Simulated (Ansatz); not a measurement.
A trace of molecular dynamics of CH$_{2}$AlClOS (7 atoms, charge 0, multiplicity 1).

The calculation used UKS PBE-D4/STO-3G (Ansatz).

| Quantity | Value |
| --- | --- |
| ensemble | NVT, Nosé–Hoover chain |
| set temperature | 1500 K |
| thermostat | time constant 20 fs, chain length 5 |
| seed | 758593 |

| time (fs) | T (K) | potential energy less start (eV) | conserved less start (meV/atom) |
| --- | --- | --- | --- |
| 0.0 | 1500 | 0.000 | 0.00 |
| 16.0 | 1152 | 0.379 | 1.76 |
| 32.0 | 1130 | 1.001 | 4.56 |
| 48.0 | 1928 | 0.752 | 4.56 |
| 64.0 | 1323 | 1.224 | 4.85 |
| 80.0 | 990 | 1.602 | 7.85 |
| 96.0 | 2067 | 1.196 | 6.46 |
| 112.0 | 978 | 2.626 | 17.33 |
| 128.0 | 3705 | 1.511 | 4.24 |
| 144.0 | 1610 | 2.214 | 9.51 |
| 160.0 | 2098 | 0.754 | 2.10 |
| 176.0 | 1864 | 0.635 | 0.11 |
| 192.0 | 990 | 1.110 | 7.04 |
| 208.0 | 1875 | 0.428 | -0.05 |
| 224.0 | 1567 | 0.709 | 2.33 |
| 240.0 | 1385 | 1.241 | 5.71 |
| 256.0 | 2349 | 0.907 | 4.20 |
| 272.0 | 1673 | 1.069 | 0.16 |
| 288.0 | 844 | 1.114 | 5.95 |
| 304.0 | 1269 | 0.516 | 0.22 |
| 320.0 | 1015 | 0.732 | 1.89 |
| 336.0 | 1007 | 1.014 | 4.85 |
| 352.0 | 1447 | 0.957 | 2.69 |
| 368.0 | 1339 | 1.322 | 8.16 |
| 384.0 | 1731 | 1.119 | 3.72 |

**Question.** Is this trajectory sound?

**Answer.** The conserved energy wandered by up to 22.8 meV per atom (net 5.1 meV per atom), which is poor conservation. A run of 0.4 ps of so small a system gives no equilibrium averages. Limits of this set-up: minimal basis. The time step was 1 fs.

Run time: 18 min on 1 CPU thread of a shared host.
